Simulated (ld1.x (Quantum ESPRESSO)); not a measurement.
# Zr (Z = 40), TM: configuration errors across variants

Zr, norm-conserving Troullier–Martins (Kleinman–Bylander form), made with ld1.x (Quantum ESPRESSO) 7.5 (Wu–Cohen, scalar-relativistic). Core [Kr], reference 4d2 5s0.5 5p0 (charge +1.5). Waves: 5p (bound, empty): rc 2.60 bohr; 4d (bound): rc 2.05 bohr; 5s (bound): rc 2.65 bohr. Local part: the s channel. Core correction: none.

All-electron excitation energies from the reference (eV): (1) 4d2 5s2 5p0 -12.885; (2) 4d2 5s1 5p0 -5.702; (3) 4d2 5s0 5p0 7.166; (4) 4d1 5s2 5p1 -9.862; (5) 4d2 5s1.5 5p0 -9.982; (6) 4d1 5s2 5p0 -5.205; (7) 4d3 5s0 5p0 -5.346.

2 further variants failed, have other tests or too few solved ones, and are left out.

A true bound ghost makes a file unfit for plane-wave use even where its test errors are small: the radial tests pick states by their node count and pass the ghost by.

Errors AE − PS in meV (a dash: test not solved or not reliable):

```csv
change,(1),(2),(3),(4),(5),(6),(7),bound ghosts
base,-23,+1.2,+34,-13,-8.4,+16,-33,p
wave 4d (bound): rc 2.05 bohr becomes 4d (bound): rc 2.30 bohr,-23,+1.3,+34,-6.3,-8.0,+23,-31,p
core correction a·sin(br)/r model core inside 0.98 bohr,-12,-2.5,-8.1,-179,-7.3,-173,-125,p
wave 5s (bound): rc 2.65 bohr becomes 5s (bound): rc 2.90 bohr,-25,+1.0,+34,-18,-8.8,+10,-37,p
```

**Question.** Give the same row for: all radii scaled by about 1.39 (s 3.68, p 3.62, d 2.84 bohr).

**Answer.** -19, +1.5, +33, +15, -6.5, +69, -6.5; bound ghosts: none.
